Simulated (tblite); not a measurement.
Run record: tight-binding relaxation, `C[Se]c1ccnc2c1ccc1cccnc12`.

Computed with GFN2-xTB geometry optimisation, gas phase (tblite 0.8.0). Start geometry: from a force field or distance geometry. A driver script takes a list of jobs; this job's settings line and coordinates (Å) are shown.

Input:
```
{"job": {"kind": "relax", "xc": "GFN2-xTB", "basis": "xTB"}, "charge": 0, "multiplicity": 1}
C      4.707800     0.971100     0.129600
Se     3.109700     0.886800     1.237300
C      1.910300    -0.394400     0.492800
C      2.272000    -1.623500     0.036000
C      1.304500    -2.480400    -0.482600
N      0.007000    -2.087400    -0.573900
C     -0.392800    -0.870200    -0.147700
C      0.573600    -0.015400     0.396000
C      0.186400     1.232500     0.841600
C     -1.146100     1.651900     0.768500
C     -2.070800     0.779800     0.225800
C     -3.399000     1.151000     0.133400
C     -4.332100     0.290000    -0.393400
C     -3.960800    -0.965500    -0.858400
N     -2.664200    -1.278600    -0.741600
C     -1.732300    -0.473200    -0.218100
H      4.504300     0.376100    -0.777600
H      4.963100     2.016300    -0.155600
H      5.564100     0.526800     0.693100
H      3.309300    -1.949300     0.112400
H      1.529300    -3.457500    -0.852000
H      0.895500     1.932900     1.265200
H     -1.384800     2.649300     1.140300
H     -3.710200     2.134200     0.482700
H     -5.345600     0.652400    -0.443500
H     -4.719000    -1.632900    -1.267200
```

Output:
```
step      E/eV     max force
  0   -1140.51644    3.389
  1   -1140.96652    1.857
  2   -1141.07072    0.804
  3   -1141.12938    0.473
  4   -1141.16148    0.377
  5   -1141.17872    0.279
  6   -1141.19197    0.274
  7   -1141.20818    0.269
  8   -1141.22088    0.217
  9   -1141.22840    0.175
... (132 lines left out)
142   -1141.45912    0.028
143   -1141.45933    0.033
144   -1141.45953    0.028
145   -1141.45968    0.026
146   -1141.45980    0.018
147   -1141.45989    0.018
148   -1141.45996    0.014
149   -1141.46000    0.011
150   -1141.46002    0.010
151   -1141.46004    0.009
```

«max force» is the largest atomic force in eV/Å.

Task: From which step on does the largest force stay under 0.1 eV/Å, and how much energy is left to gain from there?

Result: From step 112 (0.060 eV/Å), 8.7 meV above the end.

Main results: energy lowered by 21.8 kcal/mol over 151 steps; largest atomic force 0.009 eV/Å at the end.

Hardware: one thread of an AMD EPYC 7B13, shared host with 64 logical CPUs at a one-minute load of 7.3. Cost: 3.3 s of wall time.
Labels such as C1 count atoms from 1, the log's own numbers from 0.
